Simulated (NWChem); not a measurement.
System: CuI; SMILES [I][Cu]

NWChem input:

```
start job
memory heap 200 mb stack 900 mb global 1100 mb
geometry units angstroms noautoz
  Cu     0.000000     0.000000    -1.540952
  I      0.000000     0.000000     0.837218
end
basis spherical
  * library def2-qzvp
end
ecp
  I library def2-ecp
end
dft
  xc xpbe96 cpbe96
  iterations 150
  mulliken
end
task dft gradient
```

Parts of the log:

```
             Northwest Computational Chemistry Package (NWChem) 7.3.0
             --------------------------------------------------------

 ORDER OF PRIMARY AXIS IS BEING SET TO 4
 C4V symmetry detected

                             Geometry "geometry" -> ""
                             -------------------------

 Output coordinates in angstroms (scale by  1.889725989 to convert to a.u.)

  No.       Tag          Charge          X              Y              Z
 ---- ---------------- ---------- -------------- -------------- --------------
    1 Cu                  29.0000     0.00000000     0.00000000    -1.53710988
    2 I                   53.0000     0.00000000     0.00000000     0.84106012

 Effective nuclear repulsion energy (a.u.)     342.0047480679

      Symmetry information
      --------------------

 Group name             C4v
 Group number             18
 Group order               8
 No. of unique centers     2

 Summary of "ao basis" -> "ao basis" (spherical)
 ------------------------------------------------------------------------------
       Tag                 Description            Shells   Functions and Types
 ---------------- ------------------------------  ------  ---------------------
 Cu                        def2-qzvp                26       84   11s6p5d3f1g
 I                         def2-qzvp                22       82   7s6p4d4f1g

      Symmetry analysis of basis
      --------------------------

        a1         50
        a2          2
        b1         18
        b2         18
        e          78

            General Information
            -------------------
          SCF calculation type: DFT
          Wavefunction type:  closed shell.
          No. of atoms     :     2
          No. of electrons :    54
           Alpha electrons :    27
            Beta electrons :    27
          Charge           :     0
          Spin multiplicity:     1
          Use of symmetry is: on ; symmetry adaption is: on
          Maximum number of iterations: 150
          AO basis - number of functions:   166
                     number of shells:    48
          Convergence on energy requested:  1.00D-06
          Convergence on density requested:  1.00D-05
          Convergence on gradient requested:  5.00D-04

              XC Information
              --------------
          PerdewBurkeErnzerhof Exchange Functional  1.000
            Perdew 1991 LDA Correlation Functional  1.000 local
           PerdewBurkeErnz. Correlation Functional  1.000 non-local

             Grid Information
             ----------------
          Grid used for XC integration:  medium
          Radial quadrature: Mura-Knowles
          Angular quadrature: Lebedev.
          Tag              B.-S. Rad. Rad. Pts. Rad. Cut. Ang. Pts.
          ---              ---------- --------- --------- ---------
          Cu                  1.35      112          11.0       590
          I                   1.40      123          12.0       590
          Grid pruning is: on
          Number of quadrature shells:   235
          Spatial weights used:  Erf1

      Superposition of Atomic Density Guess
      -------------------------------------

 Sum of atomic energies:       -1986.12233277

      Non-variational initial energy
      ------------------------------

 Total energy =   -1935.430339
 1-e energy   =   -3122.942045
 2-e energy   =    1026.188711
 HOMO         =      -0.360145
 LUMO         =      -0.149250

      Symmetry analysis of molecular orbitals - initial
      -------------------------------------------------

 !! scf_movecs_sym_adapt:   36 vectors were symmetry contaminated

  Symmetry fudging

 !! scf_movecs_sym_adapt:   34 vectors were symmetry contaminated

  Numbering of irreducible representations:

     1 a1          2 a2          3 b1          4 b2          5 e

  Orbital symmetries:

     1 a1          2 a1          3 a1          4 e           5 e
     6 a1          7 a1          8 e           9 e          10 a1
    11 a1         12 e          13 e          14 a1         15 e
    16 e          17 b2         18 b1         19 a1         20 a1
    21 e          22 e          23 b2         24 b1         25 a1
    26 e          27 e          28 a1         29 e          30 e
    31 a1         32 a1         33 e          34 e          35 a1
    36 b2         37 b1

     ---------------------------------------------
      Total Density - Mulliken Population Analysis
     ---------------------------------------------

    Atom       Charge   Shell Charges
 -----------   ------   -------------------------------------------------------
    1 Cu  29    28.67   1.94 -0.04  0.17  1.02  0.81  0.36  1.19  0.53  0.39  0.18  0.05  6.00  5.70  0.30  0.07  0.01  0.01  6.05  2.64  1.15  0.14 -0.00  0.00  0.00  0.00
  0.00
    2 I   25    25.33   0.71  0.02  1.16  0.18  0.84  0.87  0.18  5.42  0.02  0.73  1.86  2.56  0.75  9.00  0.88  0.13  0.01  0.00  0.01  0.00  0.00  0.00

   convergence    iter        energy       DeltaE   RMS-Dens  Diis-err
 ---------------- ----- ----------------- --------- --------- ---------
 d= 0,ls=0.0,diis     1  -1937.8817457389 -2.10D+03  1.72D-01  5.98D+00
 d= 0,ls=0.0,diis     2  -1906.7639549933  3.11D+01  1.72D-01  1.83D+02
 d= 0,ls=0.0,diis     3  -1937.9032519638 -3.11D+01  6.42D-03  2.02D+00
 d= 0,ls=0.0,diis     4  -1937.9730779903 -6.98D-02  5.46D-03  7.96D-01
 d= 0,ls=0.0,diis     5  -1938.0162183439 -4.31D-02  2.75D-03  5.04D-01
  Resetting Diis
 d= 0,ls=0.0,diis     6  -1938.0641442510 -4.79D-02  6.68D-04  4.60D-02
 d= 0,ls=0.0,diis     7  -1938.0670940965 -2.95D-03  6.83D-04  3.72D-03

[...]

                         DFT ENERGY GRADIENTS

    atom               coordinates                        gradient
                 x          y          z           x          y          z
   1 Cu      0.000000   0.000000  -2.904716    0.000000   0.000000  -0.003960
   2 I       0.000000   0.000000   1.589373    0.000000   0.000000   0.003960
```

Level: PBE/def2-QZVP with def2 effective core potentials on I. Coordinates come from a PBE0/def2-SVP optimisation. def2 effective core potentials on I; no spin-orbit coupling.
